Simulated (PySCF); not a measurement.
**CaSi: from constants to spectrum**

PBE0 constants of CaSi, ³Π (triplet), unpaired electrons σ ↑, π ↑, a second solution, started from another occupation (PySCF, no relativity, basis sets Ca def2-SVP, Si def2-SVP; masses 39.9626 and 27.9769 u):

| Item | Value |
| --- | --- |
| ωe | 208.6 cm⁻¹ |
| ωexe | 1.46 cm⁻¹ |
| Be | 0.10919 cm⁻¹ |
| αe | 0.000870 cm⁻¹ |
| D (centrifugal) | 1.2e-07 cm⁻¹ |

(1) Give the vibrational terms G(v) and spacings up to v = 6.

## Answers

(1) G(v) = ωe(v+½) − ωexe(v+½)².

| v | G(v) (cm⁻¹) | G(v) − G(v−1) | Bv (cm⁻¹) |
| --- | --- | --- | --- |
| 0 | 103.9 |  | 0.1088 |
| 1 | 309.6 | 205.7 | 0.1079 |
| 2 | 512.4 | 202.8 | 0.1070 |
| 3 | 712.2 | 199.8 | 0.1061 |
| 4 | 909.1 | 196.9 | 0.1053 |
| 5 | 1103.1 | 194.0 | 0.1044 |
| 6 | 1294.2 | 191.1 | 0.1035 |
